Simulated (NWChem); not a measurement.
Everything below was run with NWChem. System: ClIn, charge 0, spin multiplicity 1, at a geometry optimised with PBE/def2-SVP with def2 effective core potentials on In. The structure started from a generated list of species. Level: RHF/def2-TZVP with def2 effective core potentials on In.

Output (cleaned and shortened):

```
             Northwest Computational Chemistry Package (NWChem) 7.3.0
             --------------------------------------------------------

                                NWChem Input Module
                                -------------------

 Scaling coordinates for geometry "geometry" by  1.889725989
 (inverse scale =  0.529177249)

 Turning off AUTOSYM since
 SYMMETRY directive was detected!

                             Geometry "geometry" -> ""
                             -------------------------

 Output coordinates in angstroms (scale by  1.889725989 to convert to a.u.)

  No.       Tag          Charge          X              Y              Z
 ---- ---------------- ---------- -------------- -------------- --------------
    1 In                  49.0000     0.00000000     0.00000000    -0.63069300
    2 Cl                  17.0000     0.00000000     0.00000000     1.81788100

 Effective nuclear repulsion energy (a.u.)     180.0250465850

            Nuclear Dipole moment (a.u.)
            ----------------------------
        X                 Y               Z
 ---------------- ---------------- ----------------
     0.0000000000     0.0000000000     0.0000377945

      Symmetry information
      --------------------

 Group name             C2v
 Group number             16
 Group order               4
 No. of unique centers     2

      Symmetry unique atoms

     1    2


 Summary of "ao basis" -> "" (spherical)
 ------------------------------------------------------------------------------
       Tag                 Description            Shells   Functions and Types
 ---------------- ------------------------------  ------  ---------------------
 *                         def2-tzvp                  on all atoms

 Summary of "ao basis" -> "ao basis" (spherical)
 ------------------------------------------------------------------------------
       Tag                 Description            Shells   Functions and Types
 ---------------- ------------------------------  ------  ---------------------
 In                        def2-tzvp                16       50   6s5p3d2f
 Cl                        def2-tzvp                13       37   5s5p2d1f

                                 NWChem SCF Module
                                 -----------------

  ao basis        = "ao basis"
  functions       =    87
  atoms           =     2
  closed shells   =    19
  open shells     =     0
  charge          =   0.00
[...]
              MO Center= -6.7D-17, -4.5D-31,  1.7D+00, r^2= 1.4D+00
   Bfn.  Coefficient  Atom+Function         Bfn.  Coefficient  Atom+Function
  ----- ------------  ---------------      ----- ------------  ---------------
    65      0.519207  2 Cl px                68      0.372709  2 Cl px
    62      0.242000  2 Cl px                56     -0.191850  2 Cl px

 Vector   18  Occ=2.000000D+00  E=-4.188422D-01  Symmetry=b2
              MO Center= -1.3D-30, -3.6D-16,  1.7D+00, r^2= 1.4D+00
   Bfn.  Coefficient  Atom+Function         Bfn.  Coefficient  Atom+Function
  ----- ------------  ---------------      ----- ------------  ---------------
    66      0.519207  2 Cl py                69      0.372709  2 Cl py
    63      0.242000  2 Cl py                57     -0.191850  2 Cl py

 Vector   19  Occ=2.000000D+00  E=-3.405282D-01  Symmetry=a1
              MO Center=  2.3D-17,  3.1D-17, -4.3D-01, r^2= 3.9D+00
   Bfn.  Coefficient  Atom+Function         Bfn.  Coefficient  Atom+Function
  ----- ------------  ---------------      ----- ------------  ---------------
     5      0.525307  1 In s                  2      0.520550  1 In s
     6      0.483550  1 In s                  1     -0.383247  1 In s
     3     -0.306866  1 In s                 67      0.300773  2 Cl pz
    70      0.235838  2 Cl pz                 4     -0.233467  1 In s
    18     -0.182883  1 In pz                12      0.150775  1 In pz

 Vector   20  Occ=0.000000D+00  E= 1.435175D-02  Symmetry=b1
              MO Center=  5.5D-17, -8.3D-31, -7.6D-01, r^2= 7.2D+00
   Bfn.  Coefficient  Atom+Function         Bfn.  Coefficient  Atom+Function
  ----- ------------  ---------------      ----- ------------  ---------------
    19      0.699078  1 In px                16      0.279282  1 In px
    10     -0.217423  1 In px                13      0.211417  1 In px
    68     -0.192991  2 Cl px

 Vector   21  Occ=0.000000D+00  E= 1.435175D-02  Symmetry=b2
              MO Center= -1.4D-30,  4.3D-17, -7.6D-01, r^2= 7.2D+00
   Bfn.  Coefficient  Atom+Function         Bfn.  Coefficient  Atom+Function
  ----- ------------  ---------------      ----- ------------  ---------------
    20      0.699078  1 In py                17      0.279282  1 In py
    11     -0.217423  1 In py                14      0.211417  1 In py
    69     -0.192991  2 Cl py

 Vector   22  Occ=0.000000D+00  E= 6.726254D-02  Symmetry=a1
              MO Center= -1.0D-17,  3.6D-15, -1.2D+00, r^2= 1.1D+01
   Bfn.  Coefficient  Atom+Function         Bfn.  Coefficient  Atom+Function
  ----- ------------  ---------------      ----- ------------  ---------------
    21      1.221704  1 In pz                18     -0.422763  1 In pz
     5      0.253964  1 In s                 34     -0.232806  1 In d  0
    15      0.192934  1 In pz                55     -0.181558  2 Cl s
     2      0.157719  1 In s

 center of mass
 --------------
 x =   0.00000000 y =   0.00000000 z =  -0.11221884

 moments of inertia (a.u.)
 ------------------
         574.007753438569           0.000000000000           0.000000000000
           0.000000000000         574.007753438569           0.000000000000
           0.000000000000           0.000000000000           0.000000000000

  Mulliken analysis of the total density
  --------------------------------------

    Atom       Charge   Shell Charges
 -----------   ------   -------------------------------------------------------
    1 In  21    20.44   0.40 -0.84  1.58  0.85  1.08  0.82 -0.41  6.37  0.22  0.24  0.04  8.94  1.05  0.08  0.02  0.00
    2 Cl  17    17.56   2.01  0.45  1.52  1.07  0.91  4.18  1.69  1.07  2.85  1.80  0.00  0.01  0.00

       Multipole analysis of the density wrt the origin
       ------------------------------------------------

     L   x y z        total         open         nuclear
     -   - - -        -----         ----         -------
     0   0 0 0      0.000000      0.000000     38.000000

     1   1 0 0      0.000000      0.000000      0.000000
     1   0 1 0      0.000000      0.000000      0.000000
     1   0 0 1     -1.491687      0.000000     33.371472

     2   2 0 0    -25.353166      0.000000      0.000000
     2   1 1 0      0.000000      0.000000      0.000000
     2   1 0 1     -0.000000      0.000000      0.000000
     2   0 2 0    -25.353166      0.000000      0.000000
     2   0 1 1      0.000000      0.000000      0.000000
     2   0 0 2    -32.941708      0.000000    230.451491

 Task  times  cpu:        1.3s     wall:        1.3s

 Total times  cpu:        1.3s     wall:        1.3s
```

Write an NWChem input that would produce this output.

One answer among several that fit: 
```
start mol
memory heap 200 mb stack 900 mb global 1100 mb
geometry units angstroms nocenter noautoz
  In     0.000000     0.000000    -0.630693
  Cl     0.000000     0.000000     1.817881
  symmetry group C2v
end
basis spherical
  * library def2-tzvp
end
ecp
  In library def2-ecp
end
scf
  rhf
  nopen 0
  maxiter 100
  thresh 1e-7
  semidirect memsize 60000000 filesize 0
end
task scf energy
```
